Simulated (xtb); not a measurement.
C$_{2}$HF$_{5}$, charge -1, doublet, at the geometry of the source list (a state made from the parent by changing its charge; the spin is typed, not shown lowest); GFN2-xTB (xtb).

Here is a job for xtb.
```
$ xtb mol.xyz --gfn 2 --chrg -1 --uhf 1 --json

# file mol.xyz
8

F      1.10220000    -1.19930000     0.67480000
C      0.77990000    -0.12100000    -0.05470000
F      1.41890000     0.93700000     0.46610000
C     -0.74820000     0.11140000     0.00470000
F     -1.19280000     0.29790000     1.23880000
F     -1.07750000     1.18140000    -0.72060000
F     -1.39140000    -0.93590000    -0.51370000
H      1.10880000    -0.27150000    -1.09550000
```

Question: What does xtb print? Leave out banner, timings and long lists.

Answer: 
```
   ID    Z sym.   atoms
    1    9 F      1, 3, 5-7
    2    6 C      2, 4
    3    1 H      8

           -------------------------------------------------
          |                Calculation Setup                |
           -------------------------------------------------

           -------------------------------------------------
          |                 G F N 2 - x T B                 |
           -------------------------------------------------

          ...................................................
          :                      SETUP                      :
          :.................................................:
          :  # basis functions                  29          :
          :  # atomic orbitals                  29          :
          :  # shells                           15          :
          :  # electrons                        45          :
          :  max. iterations                   250          :
          :  Hamiltonian                  GFN2-xTB          :
          :  restarted?                      false          :
          :  GBSA solvation                  false          :
          :  PC potential                    false          :
          :  electronic temp.          300.0000000     K    :
          :  accuracy                    1.0000000          :
          :  -> integral cutoff          0.2500000E+02      :
          :  -> integral neglect         0.1000000E-07      :
          :  -> SCF convergence          0.1000000E-05 Eh   :
          :  -> wf. convergence          0.1000000E-03 e    :
          :  Broyden damping             0.4000000          :
          :  net charge                         -1          :
          :  unpaired electrons                  1          :
          ...................................................

 iter      E             dE          RMSdq      gap      omega  full diag
   1    -28.3937227 -0.283937E+02  0.552E+00    0.45       0.0  T
   2    -28.4268960 -0.331733E-01  0.304E+00    0.27       1.0  T
   3    -28.4243335  0.256245E-02  0.146E+00    0.33       1.0  T
   4    -28.4306601 -0.632653E-02  0.387E-01    0.31       1.0  T
   5    -28.4312325 -0.572470E-03  0.684E-02    0.32       1.0  T
   6    -28.4312349 -0.237824E-05  0.169E-02    0.33       2.1  T
   7    -28.4312350 -0.133857E-06  0.713E-03    0.33       5.0  T
   8    -28.4312354 -0.333897E-06  0.497E-04    0.33      71.2  T
   9    -28.4312354 -0.204238E-09  0.143E-04    0.33     246.9  T

[...]
         :: total energy             -28.348320154084 Eh    ::
[...]

     #   Z          covCN         q      C6AA      α(0)
     1   9 F        0.787    -0.339    12.780     4.223
     2   6 C        3.467     0.217    19.027     6.552
     3   9 F        0.787    -0.339    12.780     4.223
     4   6 C        3.328     0.404    18.540     6.837
     5   9 F        0.790    -0.260    11.873     4.070
     6   9 F        0.791    -0.327    12.629     4.198
     7   9 F        0.791    -0.327    12.628     4.198
     8   1 H        0.923    -0.028     3.598     2.967

 Mol. C6AA /au·bohr⁶  :        787.625589
 Mol. C8AA /au·bohr⁸  :      15755.630120
 Mol. α(0) /au        :         37.267585

Wiberg/Mayer (AO) data.
largest (>0.10) Wiberg bond orders for each atom

 ---------------------------------------------------------------------------
     #   Z sym  total        # sym  WBO       # sym  WBO       # sym  WBO
 ---------------------------------------------------------------------------
     1   9 F    0.948 --     2 C    0.774
     2   6 C    3.828 --     4 C    1.156     8 H    0.953     1 F    0.774
                             3 F    0.774
     3   9 F    0.947 --     2 C    0.774
     4   6 C    3.779 --     2 C    1.156     5 F    0.916     7 F    0.783
                             6 F    0.783
     5   9 F    1.024 --     4 C    0.916
     6   9 F    0.970 --     4 C    0.783
     7   9 F    0.970 --     4 C    0.783
     8   1 H    0.999 --     2 C    0.953
 ---------------------------------------------------------------------------

Topologies differ in total number of bonds
Writing topology from bond orders to xtbtopo.mol

molecular dipole:
                 x           y           z       tot (Debye)
 q only:        0.182      -0.080      -0.539
   full:        0.206      -0.095      -0.652       1.755
molecular quadrupole (traceless):
                xx          xy          yy          xz          yz          zz
 q only:       -3.297       0.186      -0.036      -2.980       0.776       3.333
  q+dip:       -1.292      -0.561      -2.147      -4.174       1.185       3.439
   full:       -1.885      -0.353      -1.769      -3.568       1.075       3.654

           -------------------------------------------------
          | TOTAL ENERGY              -28.348320154084 Eh   |
          | GRADIENT NORM               0.726094694054 Eh/α |
          | HOMO-LUMO GAP               0.326716853323 eV   |
           -------------------------------------------------

normal termination of xtb
```
